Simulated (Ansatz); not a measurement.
Mulliken charges of `[F][Nb]([Cl])([Cl])([Cl])[Cl]` from B3LYP/def2-TZVPP in Ansatz (PBE0-D4/def2-TZVP geometry).

```json
{"atom": "F1", "x (Å)": "-0.844", "y (Å)": "0.129", "z (Å)": "-1.694", "charge (e)": "-0.307"}
{"atom": "Nb2", "x (Å)": "-0.019", "y (Å)": "-0.006", "z (Å)": "-0.060", "charge (e)": "1.140"}
{"atom": "Cl3", "x (Å)": "-2.056", "y (Å)": "-0.708", "z (Å)": "0.779", "charge (e)": "-0.231"}
{"atom": "Cl4", "x (Å)": "0.989", "y (Å)": "-1.904", "z (Å)": "0.633", "charge (e)": "-0.185"}
{"atom": "Cl5", "x (Å)": "1.913", "y (Å)": "0.713", "z (Å)": "-1.106", "charge (e)": "-0.231"}
{"atom": "Cl6", "x (Å)": "0.060", "y (Å)": "1.712", "z (Å)": "1.402", "charge (e)": "-0.185"}
```

Question: By hand: the dipole of these point charges (1 e Å = 4.8032 D).

Answer: Σ q r = (0.076, -0.012, 0.151) e Å, of length 0.169 e Å = 0.81 D.

Question: How does the dipole of the full density compare? (Best estimate.)

Answer: The calculation gave: (0.064, -0.011, 0.127) e Å, 0.69 D; the point charges give 1.17 times that, at 0° from its direction.

Point charges leave out the atoms' own dipoles, such as those of lone pairs, and Mulliken's split depends on the basis, so the two needn't agree.

B3LYP here is the variant with VWN-RPA as its local correlation; programs differ in this.
